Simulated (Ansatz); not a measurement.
Consider the redistribution: `CB[TeH]` + `FB1CS1` → `[TeH]B1CS1` + `CBF`.

Isolated molecules relaxed with PBE0-D4/def2-TZVP in Ansatz; ΔE leaves out vibrations. CBS: MP2 limit from def2 TZ/QZ plus the TZ coupled-cluster correction, frozen cores. This one scheme is used for every species. Functionals use def2-TZVPP. def2 core potentials past Kr. For Te outer-core shells are correlated without core-valence functions, which leaves a few kJ/mol of doubt a bond.

`CB[TeH]`:

Z-matrix (Å, degrees):
```
C
B 1 1.554
H 1 1.097 2 109.3
H 1 1.097 2 109.1 3 -114.3
H 1 1.090 2 115.7 3 122.9
Te 2 2.120 1 125.5 3 -123.3
H 2 1.197 1 121.7 3 56.7
H 6 1.661 2 96.0 1 0.1
```

`FB1CS1`:

```xyz
6

F     1.599    1.388    0.013
B     0.660    0.511    0.251
C    -0.468   -0.320   -0.342
S    -0.072   -0.446    1.510
H    -0.273   -1.240   -0.887
H    -1.446    0.108   -0.545
```

`[TeH]B1CS1`:

```xyz
7

Te   -2.012   -1.222   -0.542
B    -0.210   -0.142   -0.551
C     0.909    0.552    0.230
S     0.986    0.544   -1.626
H    -2.121   -1.239    1.113
H     0.756    1.535    0.666
H     1.692   -0.027    0.711
```

`CBF`:

```xyz
7

C     0.109   -0.534    0.420
B    -0.129    0.671   -0.530
F    -1.360    1.089   -0.795
H    -0.807   -0.974    0.817
H     0.746   -0.223    1.256
H     0.681   -1.309   -0.102
H     0.760    1.279   -1.065
```

```csv
level,ΔE (eV)
B2PLYP,-0.26
MP2/def2-QZVPP,-0.33
```

**Question.** What does CCSD(T)/CBS give? (An estimate is asked.)

**Answer.** The calculation gave: -0.27 eV. The listed levels differ from it by 0.01, -0.06 eV.

Largest T1 diagnostic among the species: 0.014.

Leaving LDA and LC-ωPBE aside and taking each functional with its dispersion term where it has one, the values, not all of them listed here, spread over 0.06 eV, from PBE-QIDH to B97M-V. From BLYP to BHLYP (50 % exact exchange), in def2-TZVPP and without D4, ΔE moves by −0.04 eV.
